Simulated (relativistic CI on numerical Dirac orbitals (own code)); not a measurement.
## L2,3 absorption of nickel in several valence states

Computed multiplet spectra 2p⁶3dⁿ → 2p⁵3dⁿ⁺¹ (Dirac-Coulomb-Breit ions, Slater integrals scaled by 0.7, an assumed crystal field that grows with the charge, no charge transfer; 300 K; Lorentzian 0.4 eV and Gaussian 0.3 eV FWHM at both edges, so that L2 comes out sharper than in experiment). Peaks over 5 % are given in eV from the highest peak in the L3 region of each spectrum (height, largest 100). S of the lowest state is read from ⟨S²⟩, and the branching ratio is the share of L3, cut at the minimum between the edges.

Field parameters in Wybourne normalisation: Oh B⁴₀ = 21Dq, B⁴₄ = √(5/14) B⁴₀. The field is a parameter set, without covalency.

- Ni²⁺ (d8, Oh, 10Dq = 13700 cm⁻¹): S = 1.00, branching ratio 0.73; peaks 0.0 (100), 1.9 (22), 17.3 (25), 18.3 (24)
- Ni⁴⁺ (d6, Oh, 10Dq = 21700 cm⁻¹): S = 0.05, low spin, branching ratio 0.68; peaks -2.4 (7), 0.0 (100), 1.7 (15), 2.5 (28), 16.6 (49), 18.7 (11)

Q: What spin state follows for Ni³⁺ in Oh, 10Dq = 17700 cm⁻¹, and does its branching ratio lie nearer 2/3 or nearer 0.8?

A: Ni³⁺ (d7, Oh, 10Dq = 17700 cm⁻¹): S = 1.50, high spin, branching ratio 0.82; peaks -4.0 (59), -3.0 (31), -1.4 (93), 0.0 (100), 1.4 (15), 2.6 (9), 16.1 (20), 17.0 (23), 17.7 (21), 19.0 (8). High-spin states, above all those with an unquenched orbital moment, raise the ratio above the statistical 2/3; low spin and nearly empty shells keep it near or below 2/3.

The centroid of the whole edge, which also moves with the branching ratio, lies at 860.3 (Ni²⁺), 860.8 (Ni³⁺), 866.9 (Ni⁴⁺) eV in this ionic model, in steps of 0.5 to 6.1 eV. Compounds show about 1 to 2 eV a unit and lower energies for the high valences, since ligands screen the charge. The multiplet shape follows the d count and the spin state, and so serves as a fingerprint of valence. Real compounds of Ni³⁺ are mostly low spin, since covalency shrinks the Slater integrals more than this scale does.
